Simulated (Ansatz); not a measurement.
Relaxation of AlB2FH2 (6 atoms, charge 0, multiplicity 1), to a largest force component of 0.02 eV/Å in at most 50 steps.

The calculation used RKS PBE/def2-SVP (Ansatz 0.2.0).

```xyz
6
Properties=species:S:1:pos:R:3
F -0.719 -1.913 1.022
B 0.157 -1.027 0.557
B 1.039 -0.261 -0.384
Al -0.635 0.850 -0.263
H 1.989 0.398 -0.556
H -1.831 1.953 -0.376
```

Task: Where does it end, and by what steps?

Result: The forces met the threshold. The force dipped under the threshold on the way, but the program's further checks kept it going. After 15 steps the energy has fallen by 0.171 eV; B3 moved furthest, 0.25 Å.

```tsv
step	energy less start (eV)	largest force component (eV/Å)	accepted
0	0.0000	1.401	yes
1	-0.0994	0.754	yes
2	-0.1389	0.272	yes
3	-0.1529	0.154	yes
4	-0.1483	0.471	no
5	-0.1592	0.056	yes
6	-0.1646	0.145	yes
7	-0.1667	0.112	yes
8	-0.1672	0.256	yes
9	-0.1667	0.255	no
10	-0.1701	0.065	yes
11	-0.1626	0.259	no
12	-0.1706	0.022	yes
13	-0.1707	0.008	yes
14	-0.1697	0.156	no
15	-0.1708	0.014	yes
```

```xyz
6
Properties=species:S:1:pos:R:3
F -0.668 -1.986 1.076
B 0.168 -1.167 0.496
B 0.976 -0.085 -0.219
Al -0.602 1.081 -0.343
H 2.080 0.219 -0.607
H -1.953 1.938 -0.403
```

Whether the end is a true minimum wasn't checked by a vibrational analysis.

Run time: 57 s on 1 thread of Intel(R) Xeon(R) Processor @ 2.50GHz (Skylake/Cascade Lake), with other jobs on the host, peak memory 0.14 GiB.
